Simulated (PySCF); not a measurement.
# EPR parameters of C7H5O

Compound: C7H5O (doublet state).
Cartesian coordinates in Å at the GFN2-xTB level; atoms count from 1:
```xyz
13
C7H5O angstrom
C      3.8733    0.5279   -0.3981
C      2.6755    0.2563   -0.3483
C      1.4259   -0.1229   -0.2961
C      0.1125   -0.2229   -0.2358
C     -0.6391    0.9810   -0.1742
C     -1.2517    2.0146   -0.1236
O     -0.5194   -1.4389   -0.2330
C     -1.9216   -1.4199   -0.1536
H      4.8821    0.8067   -0.4388
H     -1.7763    2.9222   -0.0789
H     -2.2337   -2.4630   -0.1642
H     -2.2652   -0.9449    0.7719
H     -2.3667   -0.8957   -1.0062
```

The hyperfine couplings belong to this conformer and change with its torsions.

Identity: `C#C/[C]=C(\C#C)OC` [radical].

Method: UKS B3LYP, pcH-1 on C H O, non-relativistic, mean-field spin-orbit, GIAO in PySCF 2.14.0. Geometry: GFN2-xTB, one conformer, isolated molecule. The geometry wasn't refined by DFT: couplings that depend on bond lengths, twists or pyramidal angles can differ widely from those at the functional's own minimum. Stability of the SCF solution: not tested. ⟨S²⟩ is 0.784 where a pure state has 0.75.

```json
{"g1, g2, g3": "2.00201, 2.00213, 2.00263", "g_iso": "2.00225", "Form of g": "rhombic: the two nearest values differ by 19 % of g3 − g1", "⟨S²⟩": "0.7835 (exact 0.7500)"}
```

Isotropic coupling and dipolar principal values T1 to T3, in mT; ρ(0) is the spin density at the nucleus (MHz turned into mT with g_iso):

```json
{"atom": "C1", "isotope": "13C", "a_iso": "1.94", "T1": "-1.88", "T2": "-1.05", "T3": "2.94", "Mulliken spin population": "0.64", "ρ(0) (bohr⁻³)": "0.0485"}
{"atom": "C2", "isotope": "13C", "a_iso": "-2.60", "T1": "-0.78", "T2": "-0.13", "T3": "0.91", "Mulliken spin population": "-0.28", "ρ(0) (bohr⁻³)": "-0.0648"}
{"atom": "C3", "isotope": "13C", "a_iso": "2.79", "T1": "-2.34", "T2": "-1.55", "T3": "3.89", "Mulliken spin population": "0.74", "ρ(0) (bohr⁻³)": "0.0695"}
{"atom": "C4", "isotope": "13C", "a_iso": "-1.54", "T1": "-0.63", "T2": "0.18", "T3": "0.45", "Mulliken spin population": "-0.12", "ρ(0) (bohr⁻³)": "-0.0383"}
{"atom": "C5", "isotope": "13C", "a_iso": "1.93", "T1": "-0.20", "T2": "0.04", "T3": "0.16", "Mulliken spin population": "0.02", "ρ(0) (bohr⁻³)": "0.0480"}
{"atom": "C6", "isotope": "13C", "a_iso": "0.21", "T1": "-0.41", "T2": "-0.03", "T3": "0.44", "Mulliken spin population": "0.02", "ρ(0) (bohr⁻³)": "0.0053"}
{"atom": "O7", "isotope": "17O", "a_iso": "-1.25", "T1": "-0.39", "T2": "0.00", "T3": "0.38", "Mulliken spin population": "0.00", "ρ(0) (bohr⁻³)": "0.0578"}
{"atom": "C8", "isotope": "13C", "a_iso": "0.07", "T1": "-0.03", "T2": "-0.02", "T3": "0.05", "Mulliken spin population": "0.01", "ρ(0) (bohr⁻³)": "0.0018"}
{"atom": "H9", "isotope": "1H", "a_iso": "-1.76", "T1": "-0.77", "T2": "-0.13", "T3": "0.90", "Mulliken spin population": "-0.03", "ρ(0) (bohr⁻³)": "-0.0110"}
{"atom": "H10", "isotope": "1H", "a_iso": "-0.01", "T1": "-0.10", "T2": "0.03", "T3": "0.07", "Mulliken spin population": "0.00", "ρ(0) (bohr⁻³)": "-0.0001"}
{"atom": "H11", "isotope": "1H", "a_iso": "0.06", "T1": "-0.03", "T2": "-0.01", "T3": "0.04", "Mulliken spin population": "0.00", "ρ(0) (bohr⁻³)": "0.0004"}
{"atom": "H12", "isotope": "1H", "a_iso": "-0.07", "T1": "-0.03", "T2": "-0.02", "T3": "0.05", "Mulliken spin population": "0.00", "ρ(0) (bohr⁻³)": "-0.0005"}
{"atom": "H13", "isotope": "1H", "a_iso": "-0.07", "T1": "-0.03", "T2": "-0.02", "T3": "0.05", "Mulliken spin population": "0.00", "ρ(0) (bohr⁻³)": "-0.0005"}
```

Largest spin populations (Mulliken): C3 (+0.74), C1 (+0.64), C2 (-0.28) and C4 (-0.12). The positive populations add up to 1.43 and the negative ones to -0.43, together 2S = 1.

Under fast tumbling the dipolar parts average out, and these isotropic splittings remain: 1 × 1H (H9, I = 1/2, 2 lines) with 1.76 mT.

The 13C coupling of C3 (78.2 MHz) shows only in satellite lines or after enrichment, since that isotope makes up about 1.07 % of natural carbon.

The 17O coupling of O7 (-35.0 MHz) shows only in satellite lines or after enrichment, since that isotope makes up about 0.038 % of natural oxygen.

The spin density at the nucleus, in bohr⁻³, is negative for C2 (-0.0648), C4 (-0.0383) and H9 (-0.0110), for instance. A restricted open-shell determinant has no negative spin density anywhere; here it arises because α and β orbitals differ (spin polarisation).
